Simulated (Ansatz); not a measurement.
Consider the ligand exchange at the Sn–C bond: `[CH3][SnH]([OH])[CH]=O` + HI → `O=[CH][SnH]([OH])[I]` + CH₄.

Computed with Ansatz on PBE0-D4/def2-TZVP structures; ΔE is electronic, products minus reactants. CCSD(T)/CBS is the MP2 limit (def2-TZVPP, def2-QZVPP) plus CCSD(T) − MP2 in def2-TZVPP, frozen cores. This one scheme is used for every species. Functionals use def2-TZVPP. def2 core potentials past Kr. For I, Sn outer-core shells are correlated without core-valence functions, which leaves a few kJ/mol of doubt a bond. One conformer a species, not always the lowest.

```
        level  ΔE (kJ/mol)
 CAM-B3LYP-D4       -135.2
      ωB97M-V       -134.5
       B2PLYP       -138.7
     PBE-QIDH       -138.9
       r2SCAN       -146.1
    CAM-B3LYP       -133.2
CCSD/def2-SVP       -139.3
MP2/CBS(def2)       -146.8
```

Task: What does CCSD(T)/CBS give? (An estimate is asked.)

Result: Ansatz gave: -137.9 kJ/mol. The listed levels differ from it by 2.7, 3.4, -0.8, -1.0, -8.2, 4.7, -1.4, -8.9 kJ/mol.

Largest T1 diagnostic among the species: 0.015.

The D4 term adds −3.0 kJ/mol with B3LYP and −1.7 kJ/mol with PBE0; it sums over pairs of atoms, weighted by their polarisabilities, and B3LYP, whose exchange is more repulsive, gets the larger term. Leaving LDA and LC-ωPBE aside and taking each functional with its dispersion term where it has one, the values, not all of them listed here, spread over 12.3 kJ/mol, from BHLYP-D4 to ωB97X-V. LDA lies +4.9 kJ/mol from PBE without D4. In def2-TZVPP, CCSD(T) changes the Hartree–Fock value by +18.0 kJ/mol (the triples alone add −0.8 kJ/mol) and MP2 by +9.2 kJ/mol.

CCSD(T)/CBS has its own doubt, a few kJ/mol and more with outer-core shells, so smaller differences from it don't rank the levels.

B3LYP here is the variant with VWN-RPA as its local correlation; programs differ in this.
